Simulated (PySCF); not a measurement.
Cl (chlorine, neutral) across methods

[Ne] 3s1 3p5 4s1, high-spin 4P determinant (an excited configuration). Calculation: PySCF 2.14, in aug-cc-pV(Q+d)Z with one added diffuse shell each of s, p, d, f, g type (8s7p6d4f3g, 114 functions); no relativity, point nucleus.

```csv
method,E (hartree),mean ε 3p α (eV),mean ε 3p β (eV),mean ε 4s α (eV),Σ⟨r²⟩ (bohr²),⟨S²⟩
PBE0,-459.2129,-17.160,-14.339,-2.810,54.16,3.753
LDA,-457.8847,-15.298,-13.185,-2.474,52.68,3.752
UHF,-458.66939,-21.938,-16.625,-3.761,57.76,3.761
B3LYP,-459.3860,-16.667,-14.152,-2.708,53.57,3.753
PBE,-459.1952,-15.334,-13.150,-2.380,53.62,3.753
r2SCAN,-459.3354,-16.077,-13.382,-2.434,54.40,3.756
r2SCANh,-459.3302,-16.705,-13.807,-2.596,54.37,3.756
```

(1) Estimate the same row for M06-L.

The outer electron is Rydberg-like, and this basis confines it to a smaller radius and binds it less than a complete one would.

Answers

(1) E (hartree) = -459.3388; mean ε 3p α (eV) = -15.976; mean ε 3p β (eV) = -13.338; mean ε 4s α (eV) = -2.275; Σ⟨r²⟩ (bohr²) = 54.24; ⟨S²⟩ = 3.755.
